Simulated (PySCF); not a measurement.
Species: CH₅B₂Cl.
Bonds: B1–C2, C2–B3, B3–Cl4. Hydrogens: H5, H6 on B1; H7, H8 on C2; H9 on B3.

Method: PBE0-D3(BJ)/def2-SVP geometry optimisation, gas phase in PySCF 2.14.0.

Task: Give the optimised bond lengths and angles.

Result: 
| bond | length (bohr) |
| --- | --- |
| B1–C2 | 2.944 |
| C2–B3 | 2.936 |
| B3–Cl4 | 3.314 |
| B1–H5, B1–H6 | 2.286 |
| C2–H7 | 2.073 |
| C2–H8 | 2.097 |
| B3–H9 | 2.278 |

Bonds in one row agree within 0.02 bohr and their mean is given. A selection of angles:
| angle | degrees |
| --- | --- |
| C2–B1–H5 | 121.3 |
| C2–B1–H6 | 120.0 |
| H5–B1–H6 | 118.7 |
| B1–C2–B3 | 107.3 |
| B1–C2–H7 | 114.7 |
| B1–C2–H8 | 104.3 |
| B3–C2–H7 | 114.0 |
| B3–C2–H8 | 103.4 |
| H7–C2–H8 | 112.1 |
| C2–B3–Cl4 | 121.2 |
| C2–B3–H9 | 122.5 |
| Cl4–B3–H9 | 116.3 |

Torsions: B1–C2–B3–Cl4 -110° (anticlinal). The mirror-image conformer, all signs reversed, is as good.

B1 (three-coordinate boron) is planar (angles 121.3°, 120.0° and 118.7°, sum 360.0°, 0.01 Å off the plane of its three neighbours). B3 (three-coordinate boron) is planar (angles 122.5°, 121.2° and 116.3°, sum 360.0°, 0.01 Å off the plane of its three neighbours).

Point group: C1 (no symmetry element, even within 0.4 Å). No PBE0-D3(BJ)/def2-SVP frequencies stand behind this structure, so it isn't proved a minimum. The numbers are those of one conformer (H–B1–C2–B3 118° and -61°, B1–C2–B3–Cl4 -110°).
